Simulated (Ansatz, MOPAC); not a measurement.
Species: Be$_{2}$F$_{2}$ (charge 0, singlet). SMILES: [F][Be][Be][F]
Coordinates optimised at B3LYP-D3(BJ)/def2-TZVP (Ansatz, a first-principles code):
```xyz
4

F      0.0000     0.0000    -2.3946
Be     0.0000     0.0000    -1.0211
Be     0.0000     0.0000     1.0211
F      0.0000     0.0000     2.3946
```
Charge 0, spin multiplicity 1.

Wanted: vertical ionisation energy to the doublet, in eV. Conventions: no dispersion term unless named; six Cartesian d functions in 6-31G* and its kin unless marked 5d; each state is the SCF solution reached for its charge and spin; no spin-orbit coupling; non-relativistic; valence correlation only; UHF or UKS for open shells. Basis-set limits of correlation are two-point, X^-3; Hartree-Fock from the larger set. The bracket is a focal-point correction in the basis named. Ab initio and DFT rows: single points at B3LYP-D3(BJ) geometries (Ansatz). Semi-empirical rows: differences of heats of formation at the shared geometry for vertical values.

```tsv
species	coefficient	E at B3LYP/6-31G* (Ansatz), Eh	E at PBE/def2-TZVPD (Ansatz), Eh	heat of formation at MNDO (MOPAC), kcal/mol
charge 1, doublet	+1	-228.94704	-228.77078	62.22
charge 0, singlet	-1	-229.34466	-229.16989	-196.76
```

Coupled cluster (Ansatz) is a level with limits of its own, used here on species with T1 under 0.025 (0.045 for open shells) and stable references: RI-MP2/CBS(def2-TZVPPD,def2-QZVPPD)+[CCSD(T)-MP2]/def2-TZVPPD. Value to compare with, RI-MP2/CBS(def2-TZVPPD,def2-QZVPPD)+[CCSD(T)-MP2]/def2-TZVPPD (Ansatz): 10.99 eV. 1 Eh = 27.2114 eV and 1 eV = 23.0605 kcal/mol.

Problem. Work the quantity out at each level, and compare with RI-MP2/CBS(def2-TZVPPD,def2-QZVPPD)+[CCSD(T)-MP2]/def2-TZVPPD (Ansatz).

Solution. 
- B3LYP/6-31G*: the sum of coefficient times E is 0.39762 Eh, or 10.820 eV. Result: 10.82 eV. Its difference against RI-MP2/CBS(def2-TZVPPD,def2-QZVPPD)+[CCSD(T)-MP2]/def2-TZVPPD (Ansatz) is -0.17 eV.
- PBE/def2-TZVPD: the sum of coefficient times E is 0.39911 Eh, or 10.860 eV. Result: 10.86 eV. Its difference against RI-MP2/CBS(def2-TZVPPD,def2-QZVPPD)+[CCSD(T)-MP2]/def2-TZVPPD (Ansatz) is -0.13 eV.
- MNDO: the sum of coefficient times heat of formation is 258.98 kcal/mol, or 11.23 eV. Its difference against RI-MP2/CBS(def2-TZVPPD,def2-QZVPPD)+[CCSD(T)-MP2]/def2-TZVPPD (Ansatz) is 0.24 eV.
